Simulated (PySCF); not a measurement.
**Predicted spectroscopic data**

One computed conformer, in vacuum, fast rotation and ring inversion assumed for equivalent nuclei, no relativistic terms. GFN2-xTB structure; shielding tensors at PBE0/pcSseg-1 (GIAO); PySCF.

Referencing at the same level of theory: TMS for ¹H, ¹³C. Splittings of carbon signals by F and P are missing where no couplings were computed. Where no couplings were computed, multiplicities follow the n + 1 count of equivalent neighbours, and m marks all less simple cases (inequivalent or close neighbours, rings, F or P nearby). Shifts are as computed. Against solution values, carbons near 30 ppm lie about +3 ppm off and those near 130 ppm about +5 ppm. Of 1211 compounds with measured shifts, 218 miss one by over three times the rms of a fit or turn the order of signals round; such compounds aren't used in these exercises.

**1.** SMILES N#C[C@H](F)OC1C=C1, C$_{5}$H$_{4}$FNO. ¹H NMR (400 MHz, computed): δ 7.86 (m, 1H), 7.68 (m, 1H), 6.15 (m, 1H), 4.10 (m, 1H). ¹³C{¹H} NMR (computed): δ 133.0, 125.3, 117.6, 101.2, 53.2.

**2.** `N#CC/C(F)=C/C=O`, C$_{5}$H$_{4}$FNO. ¹H NMR (400 MHz, computed): δ 10.35 (m, 1H), 5.58 (m, 1H), 3.27 (m, 2H). ¹³C{¹H} NMR (computed): δ 190.3, 178.7, 121.0, 117.9, 24.1.
